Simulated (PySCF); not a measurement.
**B3LYP on Al⁺ (aluminium, charge +1)**

Configuration: [Ne] 3s2, closed-shell 1S. Calculation: PySCF 2.14, in cc-pVDZ-DK; the spin-free X2C one-electron Hamiltonian (Gaussian nucleus).

| Property | Result |
| --- | --- |
| Total energy | -242.6017 hartree |
| One-electron energy | -333.3520 hartree |
| Hartree (Coulomb) energy | 109.1731 hartree |
| Exchange-correlation energy | -18.4228 hartree |
| ⟨S²⟩ | 0.0000 |
| ⟨L²⟩ | 0.000 |
| Sum of ⟨r⟩ | 9.885 bohr |
| Sum of ⟨r²⟩ | 16.93 bohr² |
| Langevin diamagnetic susceptibility | -13.4 ×10⁻⁶ cm³/mol |
| Time after the integrals | 0.07 s of wall time on 1 thread of Neoverse-V2 (shared host) |

```tsv
shell	electrons	mean orbital energy (hartree)	rms radius, mean of both spins (bohr)
1s	2	-56.50893	0.139
2s	2	-4.48576	0.681
2p	6	-3.01981	0.678
3s	2	-0.57606	2.57
```

Densities and radii are taken from the X2C orbitals without a picture-change correction, which distorts them close to the nucleus.
